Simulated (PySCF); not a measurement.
# Substituent chemical shifts

Parent skeleton `[O:1]=[CH:2][SiH3:3]`; one hydrogen on atom 3 is replaced by X. Hydrogens on one atom are averaged.

[PySCF 2.14.0 with density-fitted response routines: PBE0/pcSseg-1 with gauge-including orbitals; geometry from PBE0-D3(BJ)/def2-SVP; non-relativistic Hamiltonian; equivalent nuclei averaged; no solvent model; single conformer]

δ = σ(ref) − σ, references computed at the same level: H2O for 17O; 13C and 29Si and 1H vs TMS.

Parent (X = H): O1 974.2, C2 239.9, Si3 -90.7, H(C2) 12.11, H(Si3) 3.96 ppm. Effects are Δδ = δ(X) − δ(H), positive for deshielding.

Known members:
```json
{"X": "Cl", "O1": "-22.3", "C2": "+2.4", "Si3": "+45.6", "H(C2)": "-0.32", "H(Si3)": "+0.82"}
{"X": "CH=NH", "O1": "-20.8", "C2": "-4.8", "Si3": "+39.1", "H(C2)": "-0.06", "H(Si3)": "+0.35"}
{"X": "OSiH3", "O1": "-49.3", "C2": "+7.3", "Si3": "+45.9", "H(C2)": "-0.22", "H(Si3)": "+1.06"}
{"X": "BCl2", "O1": "-20.9", "C2": "+2.0", "Si3": "+21.6", "H(C2)": "-0.11", "H(Si3)": "+0.41"}
{"X": "F", "O1": "-14.8", "C2": "+6.6", "Si3": "+56.5", "H(C2)": "-0.01", "H(Si3)": "+0.77"}
```

Four more derivatives gave (Δδ, ppm):
```csv
compound,O1,C2,Si3,H(C2),H(Si3)
1,-12.4,-4.4,+24.8,-0.32,+0.48
2,-93.2,-3.3,+53.5,-0.33,+1.01
3,-14.6,+4.6,+30.2,+0.17,-0.07
4,-27.8,+4.1,+38.2,+0.01,+0.34
```

Question: Their substituents are CH2NH2, CH3, CHO, SH. Which is which?

Answer: 1: X = CHO (O=C[SiH2]C=O); 2: X = SH (O=C[SiH2]S); 3: X = CH2NH2 (NC[SiH2]C=O); 4: X = CH3 (C[SiH2]C=O).

Unscaled 17O shifts of doubly bonded oxygen tend to come out too high, by tens of ppm or more. Experimental scales use liquid or dissolved standards, which lie at an offset from isolated H2O (liquid H2O: subtract about 36 ppm).
